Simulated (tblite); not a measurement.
C₂H₁₀OSi₂.
Bonds: Si1–C2, C2–C3, C3–O4, O4–Si5. Hydrogens: H6, H7, H8 on Si1; H9, H10 on C2; H11, H12 on C3; H13, H14, H15 on Si5.

Computed with GFN2-xTB (tblite), gas phase: L-BFGS steps from a force-field or distance-geometry start until the largest atomic force falls under 0.01 eV/Å.

Step 21: E = -461.3577 eV
```
atom  x, y, z in Å  |  force x, y, z in eV/Å
Si1    -2.2106    0.1129   -0.5256    0.161  -0.155  -0.007
C2     -1.1467   -0.2627    1.0135   -0.050   0.045  -0.028
C3      0.3020   -0.5750    0.6788   -0.013  -0.012   0.048
O4      0.9076    0.4900   -0.0004   -0.017  -0.099  -0.026
Si5     2.4776    0.5945   -0.3919    0.043  -0.096   0.024
H6     -1.6362    1.1440   -1.3823    0.033   0.001   0.029
H7     -3.5176    0.5412   -0.0378   -0.123   0.047   0.034
H8     -2.3656   -1.1459   -1.2735    0.023   0.085   0.014
H9     -1.1679    0.5758    1.7080    0.011   0.121  -0.031
H10    -1.5664   -1.1117    1.5570    0.042  -0.032  -0.053
H11     0.8691   -0.7653    1.5978    0.017  -0.098   0.071
H12     0.3569   -1.4789    0.0584    0.008   0.004  -0.005
H13     3.3460    0.5461    0.7988   -0.099   0.052  -0.060
H14     2.4445    1.8842   -1.0552    0.035   0.005  -0.025
H15     2.9029   -0.5413   -1.2314   -0.071   0.131   0.014
```

Step 22: E = -461.3613 eV
```
atom  x, y, z in Å  |  force x, y, z in eV/Å
Si1    -2.2021    0.1119   -0.5264    0.060  -0.058   0.010
C2     -1.1504   -0.2620    1.0164    0.023   0.044   0.035
C3      0.2966   -0.5854    0.6802    0.017  -0.028   0.068
O4      0.9088    0.4760    0.0009   -0.041  -0.081  -0.049
Si5     2.4768    0.5969   -0.3950   -0.033  -0.051   0.022
H6     -1.6293    1.1485   -1.3769    0.046   0.000   0.018
H7     -3.5139    0.5445   -0.0463   -0.082   0.022   0.017
H8     -2.3490   -1.1452   -1.2706    0.011   0.029  -0.028
H9     -1.1607    0.5814    1.7059    0.003   0.123  -0.045
H10    -1.5802   -1.1007    1.5696    0.075  -0.032  -0.083
H11     0.8649   -0.7792    1.5972    0.017  -0.093   0.101
H12     0.3480   -1.4915    0.0625   -0.007   0.014  -0.024
H13     3.3437    0.5512    0.7930   -0.063   0.056  -0.018
H14     2.4306    1.8887   -1.0574    0.032  -0.025  -0.002
H15     2.9118   -0.5272   -1.2391   -0.057   0.081  -0.021
```

Step 23: E = -461.3639 eV
```
atom  x, y, z in Å  |  force x, y, z in eV/Å
Si1    -2.1956    0.1103   -0.5268   -0.039   0.042   0.026
C2     -1.1526   -0.2607    1.0192    0.080   0.036   0.066
C3      0.2933   -0.5928    0.6826    0.038  -0.041   0.066
O4      0.9088    0.4648    0.0008   -0.051  -0.055  -0.048
Si5     2.4753    0.5975   -0.3965   -0.089   0.007   0.010
H6     -1.6239    1.1515   -1.3728    0.050  -0.008   0.016
H7     -3.5126    0.5470   -0.0517   -0.019  -0.008  -0.006
H8     -2.3379   -1.1443   -1.2693    0.004  -0.019  -0.059
H9     -1.1557    0.5874    1.7036   -0.005   0.104  -0.050
H10    -1.5878   -1.0942    1.5764    0.085  -0.023  -0.082
H11     0.8626   -0.7901    1.5986    0.008  -0.079   0.098
H12     0.3420   -1.4990    0.0647   -0.023   0.010  -0.019
H13     3.3409    0.5557    0.7885   -0.028   0.055   0.028
H14     2.4222    1.8907   -1.0587    0.026  -0.043   0.013
H15     2.9166   -0.5159   -1.2445   -0.037   0.022  -0.058
```

Task: Estimate the geometry and energy of step 24. (The exact step hangs on the optimiser's Hessian estimate; all steps are aligned on step 23, rigid shifts and turns removed.)

Result: E = -461.3668 eV, largest force 0.172 eV/Å
```
atom  x, y, z in Å  |  force x, y, z in eV/Å
Si1    -2.1894    0.1093   -0.5266   -0.117   0.121   0.034
C2     -1.1533   -0.2584    1.0229    0.110   0.021   0.068
C3      0.2907   -0.6012    0.6864    0.046  -0.045   0.050
O4      0.9076    0.4519   -0.0004   -0.047  -0.023  -0.029
Si5     2.4724    0.5979   -0.3978   -0.122   0.060  -0.003
H6     -1.6173    1.1543   -1.3685    0.049  -0.018   0.017
H7     -3.5121    0.5495   -0.0574    0.046  -0.037  -0.027
H8     -2.3262   -1.1436   -1.2690   -0.002  -0.048  -0.075
H9     -1.1506    0.5960    1.7004   -0.007   0.066  -0.048
H10    -1.5937   -1.0881    1.5815    0.084  -0.005  -0.062
H11     0.8606   -0.8029    1.6022    0.000  -0.056   0.071
H12     0.3352   -1.5066    0.0665   -0.039   0.000   0.001
H13     3.3374    0.5615    0.7843   -0.001   0.050   0.068
H14     2.4135    1.8921   -1.0595    0.017  -0.053   0.024
H15     2.9208   -0.5039   -1.2511   -0.017  -0.032  -0.089
```

The energy changes by -0.0029 eV. The first-order estimate −F·Δx gives -0.0038 eV and the mean of the old and new forces, exact on a quadratic surface, -0.0029 eV. The step makes an angle of 72° with the force vector and moves no atom by more than 0.014 Å.

The cost below is that of the whole relaxation. The run took 0.96 s wall on one thread of an Arm Neoverse N1, shared host with 64 logical CPUs at a one-minute load of 55.
